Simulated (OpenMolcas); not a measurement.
**Fe3+: input and output**

Fe3+ with its 6 nearest fluoride ions at 1.949 Å, on the Ga site of K2NaGaF6 (a = 8.246 Å, distance in the model lattice 1.938 Å). The rest of the host is ab initio model potentials to 7.6 Å, with orthogonalisation functions on the cations behind the ligands, and point charges beyond; the distance is set by hand and nothing relaxes. Ligand basis ANO-RCC-VDZP.

Input, with the lattice sites abridged:

```
&GATEWAY
Basis set
Fe.ANO-RCC-VDZP.
Fe1 0.0 0.0 0.0 Angstrom
End of basis
Basis set
F.ANO-RCC-VDZP.
L1 1.949000 0.000000 0.000000 Angstrom
L2 0.000000 1.949000 0.000000 Angstrom
L3 0.000000 0.000000 1.949000 Angstrom
End of basis
Basis set
Na.EMB-AIMP.Barandiaran.6s3p.1s1p.ECP.K2NaGaF6.
PseudoCharge
* 3 symmetry-unique lattice sites within 7.6 angstrom
End of basis
Basis set
K.EMB-AIMP.Barandiaran.0s.0s.ECP.K2NaGaF6.
PseudoCharge
* 16 symmetry-unique lattice sites within 7.6 angstrom
End of basis
Basis set
Na.EMB-AIMP.Barandiaran.0s.0s.ECP.K2NaGaF6.
PseudoCharge
* 4 symmetry-unique lattice sites within 7.6 angstrom
End of basis
Basis set
F.EMB-AIMP.Barandiaran.0s.0s.ECP.K2NaGaF6.
PseudoCharge
* 39 symmetry-unique lattice sites within 7.6 angstrom
End of basis
Basis set
Ga.EMB-AIMP.Barandiaran.0s.0s.ECP.K2NaGaF6.
PseudoCharge
* 6 symmetry-unique lattice sites within 7.6 angstrom
End of basis
Symmetry
XYZ
AngMom=0.0 0.0 0.0
AMFI
RICD
XField
1521 Angstrom 0
* Evjen-weighted lattice charges
&SEWARD
* reference wave functions (RASSCF and RASSI steps not shown): 5 electrons in 5 orbitals (3d)
>>> COPY JOB001 $Project.JobIph
&CASPT2
Multistate=1 1
Frozen=5 6
IPEA=0.25
Imaginary=0.1
MaxIter=60
WThr=0.0 0.3 0.05
PrWF=0.5
NoMix
>>> COPY JOB002 $Project.JobIph
&CASPT2
Multistate=24 1 2 3 4 5 6 7 8 9 10 11 12 13 14 15 16 17 18 19 20 21 22
23 24
NoMult
Frozen=5 6
IPEA=0.25
Imaginary=0.1
MaxIter=60
WThr=0.0 0.3 0.05
PrWF=0.5
NoMix
>>> COPY JOB003 $Project.JobIph
&CASPT2
Multistate=75 1 2 3 4 5 6 7 8 9 10 11 12 13 14 15 16 17 18 19 20 21 22
23 24 25 26 27 28 29 30 31 32 33 34 35 36 37 38 39 40 41 42 43 44 45 46
47 48 49 50 51 52 53 54 55 56 57 58 59 60 61 62 63 64 65 66 67 68 69 70
71 72 73 74 75
NoMult
Frozen=5 6
IPEA=0.25
Imaginary=0.1
MaxIter=60
WThr=0.0 0.3 0.05
PrWF=0.5
NoMix
```

Launched by
```bash
OMP_NUM_THREADS=1 MOLCAS_MEM=2457 MOLCAS_PROJECT=a pymolcas a.inp > a.log  # once for each step of the input, in one work folder
```

Output, cut to the results:

```
--- CASPT2 ---
Orbital specifications:
      -----------------------

      Symmetry species                           1   2
                                                ag  au
      Frozen orbitals                            5   6
      Inactive orbitals                         13  15
      Active orbitals                            5   0
      Secondary orbitals                        46  52
      Deleted orbitals                           0   0
      Number of basis functions                 69  73
Type of calculation                        SS-CASPT2
      Fock operator                              state-specific
      IPEA shift                                 0.25
      Real shift                                 0.00
      Imaginary shift                            0.10
      The input orbitals will be transformed to quasi-canonical
Reference energy:       -1869.8973833134
      E2 (Non-variational):      -1.5815836889
      Shift correction:          -0.0010234565
      E2 (Variational):          -1.5826071455
      Total energy:           -1871.4799904589
      Residual norm:              0.0000003405
      Reference weight:           0.73767
      Contributions to the CASPT2 correlation energy
      Active & Virtual Only:         -0.0582991983
      One Inactive Excited:          -0.2038549587
      Two Inactive Excited:          -1.3194295319
::    CASPT2 Root  1     Total energy:  -1871.47999046
--- CASPT2 ---
Orbital specifications:
      -----------------------

      Symmetry species                           1   2
                                                ag  au
      Frozen orbitals                            5   6
      Inactive orbitals                         13  15
      Active orbitals                            5   0
      Secondary orbitals                        46  52
      Deleted orbitals                           0   0
      Number of basis functions                 69  73
Type of calculation                        SS-CASPT2
      Fock operator                              state-specific
      IPEA shift                                 0.25
      Real shift                                 0.00
      Imaginary shift                            0.10
      The input orbitals will be transformed to quasi-canonical
Reference energy:       -1869.7805524811
      E2 (Non-variational):      -1.6193180205
      Shift correction:          -0.0010789692
      E2 (Variational):          -1.6203969897
      Total energy:           -1871.4009494708
      Residual norm:              0.0000002533
      Reference weight:           0.73091
      Contributions to the CASPT2 correlation energy
      Active & Virtual Only:         -0.0651933732
      One Inactive Excited:          -0.2124685379
      Two Inactive Excited:          -1.3416561094
Reference energy:       -1869.7805524811
      E2 (Non-variational):      -1.6193245029
      Shift correction:          -0.0010790597
      E2 (Variational):          -1.6204035626
      Total energy:           -1871.4009560436
      Residual norm:              0.0000002537
      Reference weight:           0.73091
      Contributions to the CASPT2 correlation energy
      Active & Virtual Only:         -0.0651947778
      One Inactive Excited:          -0.2124715814
      Two Inactive Excited:          -1.3416581436
::    CASPT2 Root  1     Total energy:  -1871.40094947
::    CASPT2 Root  2     Total energy:  -1871.40095604
::    CASPT2 Root  3     Total energy:  -1871.40095846
::    CASPT2 Root  4     Total energy:  -1871.37867019
::    CASPT2 Root  5     Total energy:  -1871.37865840
::    CASPT2 Root  6     Total energy:  -1871.37864867
::    CASPT2 Root  7     Total energy:  -1871.35356395
::    CASPT2 Root  8     Total energy:  -1871.35355616
::    CASPT2 Root  9     Total energy:  -1871.35343620
::    CASPT2 Root 10     Total energy:  -1871.34018050
::    CASPT2 Root 11     Total energy:  -1871.34037374
::    CASPT2 Root 12     Total energy:  -1871.34035649
::    CASPT2 Root 13     Total energy:  -1871.32730836
::    CASPT2 Root 14     Total energy:  -1871.32714863
::    CASPT2 Root 15     Total energy:  -1871.28509670
::    CASPT2 Root 16     Total energy:  -1871.28509895
::    CASPT2 Root 17     Total energy:  -1871.28509958
::    CASPT2 Root 18     Total energy:  -1871.27547331
::    CASPT2 Root 19     Total energy:  -1871.24998332
::    CASPT2 Root 20     Total energy:  -1871.24996183
::    CASPT2 Root 21     Total energy:  -1871.24997633
::    CASPT2 Root 22     Total energy:  -1871.21390977
::    CASPT2 Root 23     Total energy:  -1871.21391017
::    CASPT2 Root 24     Total energy:  -1871.21390160
--- CASPT2 ---
Orbital specifications:
      -----------------------

      Symmetry species                           1   2
                                                ag  au
      Frozen orbitals                            5   6
      Inactive orbitals                         13  15
      Active orbitals                            5   0
      Secondary orbitals                        46  52
      Deleted orbitals                           0   0
      Number of basis functions                 69  73
Type of calculation                        SS-CASPT2
      Fock operator                              state-specific
      IPEA shift                                 0.25
      Real shift                                 0.00
      Imaginary shift                            0.10
      The input orbitals will be transformed to quasi-canonical
Reference energy:       -1869.7446484677
      E2 (Non-variational):      -1.6485246037
      Shift correction:          -0.0011951157
      E2 (Variational):          -1.6497197194
      Total energy:           -1871.3943681871
      Residual norm:              0.0000004873
      Reference weight:           0.72483
      Contributions to the CASPT2 correlation energy
      Active & Virtual Only:         -0.0676423026
      One Inactive Excited:          -0.2193373598
...
```

Spin-orbit levels above the lowest (labels of O, the rotations of Oh), with the averaged single-state CASPT2 energies on the diagonal:

| E (cm-1) | Degeneracy | Label | 2S+1 | g |
| --- | --- | --- | --- | --- |
| 0 | 6 |  | 6 |  |
| 16940 | 2 | Γ7 | 4 (78 %) | 2.43 2.43 2.43 |
| 17200 | 4 | Γ8 | 4 |  |
| 17370 | 4 | Γ8 | 4 |  |
| 17460 | 2 | Γ6 | 4 | 2.94 2.94 2.94 |
| 18620 | 2 | Γ7 | 2 (77 %) | 2.42 2.42 2.42 |
| 19110 | 4 | Γ8 | 2 |  |
| 22120 | 2 | Γ7 | 4 | 2.08 2.08 2.08 |
| 22230 | 4 | Γ8 | 4 |  |
| 22320 | 2 | Γ6 | 4 | 3.27 3.27 3.27 |
| 22330 | 4 | Γ8 | 4 |  |
| 27630 | 4 | Γ8 | 4 |  |
| 27720 | 2 | Γ7 | 4 | 2.00 2.00 2.00 |
| 27720 | 2 | Γ6 | 4 | 1.81 1.81 1.81 |
| 27760 | 4 | Γ8 | 4 |  |
| 28110 | 2 | Γ7 | 2 | 2.29 2.29 2.29 |
| 29340 | 4 | Γ8 | 2 |  |
| 29640 | 2 | Γ6 | 2 | 0.14 0.14 0.14 |
| 30430 | 4 | Γ8 | 4 |  |
| 30460 | 2 | Γ6 | 4 | 1.99 1.99 1.99 |

Roots that are degenerate in the reference are averaged as groups; the widest CASPT2 spread within a group is 400 cm-1 (the 3-fold group of multiplicity 2 near 46600 cm-1 above the lowest state of its run). Shifts and gaps below about the spread of the groups concerned are not significant. Over all roots computed the reference weight is 0.71 to 0.74; a low but even weight reflects the number of correlated electrons. Ligand-to-metal charge-transfer states are missing. These CASPT2 states fit no ligand-field parameters well, so their order and spin gaps are uncertain. With no ligand orbital active B as a rule stays too high, so bands that hang on it stand too high and its fall with covalency is understated. With one d shell and no ligand orbital active, 10Dq can be off by a tenth or more. No measured value stands beside these numbers; the geometry was set by hand and not optimised.

The CASPT2 steps took 5.9 min on 1 thread of Arm Neoverse V1, with other jobs on the host; the integral step is not counted.
